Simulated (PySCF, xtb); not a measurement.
C4H12OSi, SMILES CCCOC[SiH3]. The values are those of a single conformer.

Harmonic wavenumbers (cm⁻¹) from GFN2-xTB run with xtb 6.7.1 at its own minimum, in rising order: 55, 71, 106, 130, 140, 208, 300, 324, 460, 519, 562, 758, 760, 778, 794, 798, 813, 930, 942, 986, 1079, 1119, 1132, 1152, 1200, 1235, 1260, 1286, 1339, 1360, 1408, 1472, 1493, 1498, 1502, 1505, 2242, 2283, 2288, 2818, 2831, 2856, 2872, 2977, 2995, 3030, 3038, 3054.

Q: What does PySCF with PBE-D3(BJ)/def2-SVP give at its own minimum? (Estimate from the structure and the level; the computed values follow.)

A: 57, 76, 112, 158, 172, 223, 311, 322, 461, 499, 586, 733, 749, 841, 879, 886, 896, 906, 914, 944, 1053, 1096, 1129, 1143, 1191, 1220, 1241, 1259, 1311, 1348, 1362, 1399, 1413, 1418, 1433, 1450, 2160, 2176, 2183, 2863, 2874, 2901, 2911, 2972, 2976, 3022, 3057, 3076. Paired by order, the mean absolute difference is 36 cm⁻¹ and the zero-point energies are 92.6 and 92.0 kcal/mol.
